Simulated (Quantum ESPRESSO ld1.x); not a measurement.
Question: The table gives one normalised radial function P(r) = r R(r) of Sr+ in [Kr] 5s1 (r in bohr). All-electron calculation, scalar-relativistic Kohn-Sham, relativistic LDA (MacDonald-Vosko exchange, VWN5 correlation), spin-unpolarised, spherical densities, point nucleus. Program: ld1.x of Quantum ESPRESSO 7.5.

| r | P |
|---|---|
| 0.002387 | 0.0190 |
| 0.002779 | 0.0216 |
| 0.003235 | 0.0245 |
| 0.003737 | 0.0276 |
| 0.00435 | 0.0312 |
| 0.005024 | 0.0348 |
| 0.005848 | 0.0389 |
| 0.006754 | 0.0431 |
| 0.007863 | 0.0475 |
| 0.009154 | 0.0521 |
| 0.01057 | 0.0562 |
| 0.01231 | 0.0601 |
| 0.01421 | 0.0633 |
| 0.01655 | 0.0655 |
| 0.01926 | 0.0661 |
| 0.02225 | 0.0648 |
| 0.0259 | 0.0608 |
| 0.02991 | 0.0539 |
| 0.03482 | 0.0430 |
| 0.04054 | 0.0278 |
| 0.04681 | 0.0096 |
| 0.0545 | -0.0132 |
| 0.06294 | -0.0373 |
| 0.07327 | -0.0632 |
| 0.08462 | -0.0857 |
| 0.09851 | -0.1035 |
| 0.1147 | -0.1110 |
| 0.1324 | -0.1050 |
| 0.1542 | -0.0821 |
| 0.1781 | -0.0444 |
| 0.2073 | 0.0093 |
| 0.2413 | 0.0698 |
| 0.2787 | 0.1232 |
| 0.3245 | 0.1626 |
| 0.3747 | 0.1725 |
| 0.4362 | 0.1462 |
| 0.5038 | 0.0857 |
| 0.5865 | -0.0076 |
| 0.6828 | -0.1145 |
| 0.7885 | -0.2072 |
| 0.918 | -0.2728 |
| 1.06 | -0.2865 |
| 1.234 | -0.2394 |
| 1.437 | -0.1310 |
| 1.659 | 0.0146 |
| 1.932 | 0.1896 |
| 2.231 | 0.3493 |
| 2.597 | 0.4846 |
| 3.023 | 0.5656 |
| 3.492 | 0.5832 |
| 4.065 | 0.5411 |
| 4.695 | 0.4555 |
| 5.465 | 0.3391 |
| 6.312 | 0.2279 |
| 7.348 | 0.1305 |
| 8.554 | 0.0639 |
| 9.879 | 0.0276 |
| 11.5 | 0.0094 |
| 13.28 | 0.0028 |
| 15.46 | 0.0006 |

Which n and l does it have? It may be an empty orbital.

Answer: n = 5, l = 0: the number of nodes gives n - l - 1 = 4, the rise at small r (about r^(l+1), flatter next to the nucleus through relativity) gives l, and the extent must fit the shell. The curve is that of 5s. 5s: eigenvalue -8.574 eV, 4 radial nodes at r = 0.0500, 0.202, 0.580, 1.64 bohr, <r> = 3.85 bohr, 90 % of the charge inside 5.60 bohr.
